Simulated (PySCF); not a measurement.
Ag₂, SMILES [Ag][Ag], multiplicity 1. Coordinates come from a PBE0-D3(BJ)/def2-TZVPD optimisation. The multiplicity is an assumed one; other spin states were not compared. The def2 effective core potentials stand for the cores of Ag; spin–orbit coupling is left out.

Computed equilibrium geometry at PBE0-D3(BJ)/def2-TZVPD (PySCF confirms it by a frequency run) as a Z-matrix, and its point group:
point group D∞h.
```
Ag
Ag 1 2.5764
```
Charge 0, spin multiplicity 1.
